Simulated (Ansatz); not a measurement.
Stepwise reaction of `[OH][SnH]([OH])[Br]` with hydrogen, as a gas-phase model of exchange steps in deposition or etching. ΔE in kJ/mol; ΔG adds harmonic PBE0-D4 terms to CCSD(T)/CBS, at 1 bar.

Isolated molecules relaxed with PBE0-D4/def2-TZVP in Ansatz; ΔE leaves out vibrations. CCSD(T)/CBS is the MP2 limit (def2-TZVPP, def2-QZVPP) plus CCSD(T) − MP2 in def2-TZVPP, frozen cores. This one scheme is used for every species. Functionals use def2-TZVPP. B3LYP here is the variant with VWN-RPA as its local correlation; programs differ in this. def2 core potentials past Kr. For Br, Sn outer-core shells are correlated without core-valence functions, which leaves a few kJ/mol of doubt a bond. Scalar relativity is left out up to krypton. Each species was taken in one conformer, which may not be the lowest.

| step | reaction | PBE-D4 | B3LYP-D4 | ωB97M-V | CCSD(T)/CBS | ΔG(500 K) |
| --- | --- | --- | --- | --- | --- | --- |
| 1 | `[OH][SnH]([OH])[Br]` + H₂ → `[OH][SnH2][Br]` + H₂O | 11.4 | 10.7 | 7.9 | 11.8 | 11.0 |

**Question.** Give the row of step 2, `[OH][SnH2][Br]` + H₂ → `[Br][SnH3]` + H₂O. (Estimate.)

**Answer.** Ansatz gave: 
```
step                                    reaction  PBE-D4  B3LYP-D4  ωB97M-V  CCSD(T)/CBS  ΔG(500 K)
   2  `[OH][SnH2][Br]` + H₂ → `[Br][SnH3]` + H₂O     5.2       4.9      0.9          5.3        9.5
```

**Question.** By hand: ΔE of the 2 steps together at CCSD(T)/CBS.

**Answer.** (11.8) + (5.3) = 17.1 kJ/mol, or 8.6 kJ/mol a step.

In ΔE each step is lower than the one before. All are uphill at CCSD(T)/CBS. ΔG lies between 9.5 and 11.0 kJ/mol a step. PBE-D4 differs from CCSD(T)/CBS by -0.4 to -0.1 kJ/mol a step. Isolated molecules leave out the surface, adducts and barriers. Largest T1 diagnostic: 0.012.
